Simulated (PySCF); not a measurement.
# `COC1=CC=CC12CCC2`, C₉H₁₂O

Molfile (atoms numbered from 1):
```
C9H12O
     RDKit          3D

 22 23  0  0  0  0  0  0  0  0999 V2000
    2.9969   -0.1381   -0.5140 C   0  0  0  0  0  0  0  0  0  0  0  0
    1.5989   -0.2294   -0.4486 O   0  0  0  0  0  0  0  0  0  0  0  0
    1.0894   -1.4569   -0.3093 C   0  0  0  0  0  0  0  0  0  0  0  0
    1.6899   -2.6692   -0.2178 C   0  0  0  0  0  0  0  0  0  0  0  0
    0.6260   -3.6689   -0.0766 C   0  0  0  0  0  0  0  0  0  0  0  0
   -0.5827   -3.0710   -0.0834 C   0  0  0  0  0  0  0  0  0  0  0  0
   -0.3995   -1.5898   -0.2336 C   0  0  0  0  0  0  0  0  0  0  0  0
   -1.2604   -0.9110   -1.3391 C   0  0  0  0  0  0  0  0  0  0  0  0
   -2.2702   -0.4876   -0.2601 C   0  0  0  0  0  0  0  0  0  0  0  0
   -1.1701   -0.7065    0.7911 C   0  0  0  0  0  0  0  0  0  0  0  0
    3.2503    0.9238   -0.6246 H   0  0  0  0  0  0  0  0  0  0  0  0
    3.3920   -0.7010   -1.3780 H   0  0  0  0  0  0  0  0  0  0  0  0
    3.4644   -0.5326    0.4055 H   0  0  0  0  0  0  0  0  0  0  0  0
    2.7571   -2.8862   -0.2419 H   0  0  0  0  0  0  0  0  0  0  0  0
    0.8092   -4.7411    0.0192 H   0  0  0  0  0  0  0  0  0  0  0  0
   -1.5562   -3.5547    0.0046 H   0  0  0  0  0  0  0  0  0  0  0  0
   -0.7191   -0.0462   -1.7510 H   0  0  0  0  0  0  0  0  0  0  0  0
   -1.6012   -1.5541   -2.1632 H   0  0  0  0  0  0  0  0  0  0  0  0
   -2.7120    0.5168   -0.3378 H   0  0  0  0  0  0  0  0  0  0  0  0
   -3.0863   -1.2185   -0.1552 H   0  0  0  0  0  0  0  0  0  0  0  0
   -1.4353   -1.1787    1.7479 H   0  0  0  0  0  0  0  0  0  0  0  0
   -0.6029    0.2163    0.9844 H   0  0  0  0  0  0  0  0  0  0  0  0
  1  2  1  0
  2  3  1  0
  3  4  2  0
  4  5  1  0
  5  6  2  0
  6  7  1  0
  7  8  1  0
  8  9  1  0
  9 10  1  0
  7  3  1  0
 10  7  1  0
  1 11  1  0
  1 12  1  0
  1 13  1  0
  4 14  1  0
  5 15  1  0
  6 16  1  0
  8 17  1  0
  8 18  1  0
  9 19  1  0
  9 20  1  0
 10 21  1  0
 10 22  1  0
M  END
```

The calculation used TDDFT CAM-B3LYP/def2-SVPD excited states, vertical, gas phase in PySCF 2.14.0. Geometry: PBE0-D3(BJ)/def2-SVP.

States above about 6.9 eV (minus the energy of the highest occupied orbital) lie near or above the ionisation threshold and depend on the basis.

Task: Give the one- and two-photon strengths of the lowest singlets.

Result: δ for parallel linear polarisation; σ at the peak of a Lorentzian of half width 0.1 eV, single beam; Ω is circular over linear.
| state | E (eV) | f | photon λ (nm) | δ (au) | σ (GM) | Ω | main |
| --- | --- | --- | --- | --- | --- | --- | --- |
| S1 | 4.52 | 0.087 | 548 | 36 | 0.27 | 0.66 | HOMO→LUMO 0.98 |
| S2 | 5.62 | 0.002 | 441 | 71 | 0.82 | 1.50 | HOMO→LUMO+1 0.81, HOMO→LUMO+4 0.09 |
| S3 | 6.12 | 0.012 | 405 | 9.54 | 0.13 | 1.50 | HOMO→LUMO+3 0.84 |
| S4 | 6.23 | 0.014 | 398 | 7.39 | 0.10 | 1.50 | HOMO→LUMO+2 0.73, HOMO→LUMO+4 0.10 |
| S5 | 6.56 | 0.000 | 378 | 27.6 | 0.44 | 1.50 | HOMO→LUMO+4 0.69, HOMO→LUMO+1 0.12 |
| S6 | 6.70 | 0.019 | 370 | 337 | 5.54 | 0.77 | HOMO−1→LUMO 0.52, HOMO→LUMO+8 0.21 |

Among these, the strongest one-photon state is S1, the strongest two-photon state S6, with a dipole change of 0.5 D (relaxed, norm of the difference vector).
